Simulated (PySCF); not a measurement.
Vibration and rotation of RuN

ωB97M-V constants of RuN, ²Σ⁺ (doublet), unpaired electrons σ ↑ (PySCF, spin-free X2C with a Gaussian nucleus, basis sets Ru x2c-TZVPPall, N x2c-TZVPPall; masses 101.9043 and 14.0031 u):

```
ωe                     : 1259.4 cm⁻¹
ωexe                   : 4.66 cm⁻¹
Be                     : 0.57923 cm⁻¹
αe                     : 0.00295 cm⁻¹
De to Ru (4d7 5s1) + N : 4.59 eV
```

(1) What force constant and bond length do these constants imply?

(2) Estimate the centrifugal constant D from the Kratzer relation and find the Dunham coefficient a1.

The metal atom is held in its measured ground configuration; semilocal functionals can put another filling of s and d lower by some tenths of an eV, and De to that atom would be smaller. These are scalar-relativistic numbers at best; spin–orbit coupling would shift them, the dissociation energy most. The state is the lowest single determinant that the PBE0 search found; with open d or f shells the true ground state can be another one.

Answers

(1) Reduced mass μred = 12.311 u; k = 5.8918×10⁻⁷·μred·ωe² (u, cm⁻¹, mdyn/Å) = 11.5 mdyn/Å; Re = √(16.8576/(μred·Be)) (u, cm⁻¹, Å) = 1.538 Å.

(2) D = 4Be³/ωe² = 4.9e-07 cm⁻¹; a1 = −1 − αeωe/(6Be²) = -2.85.
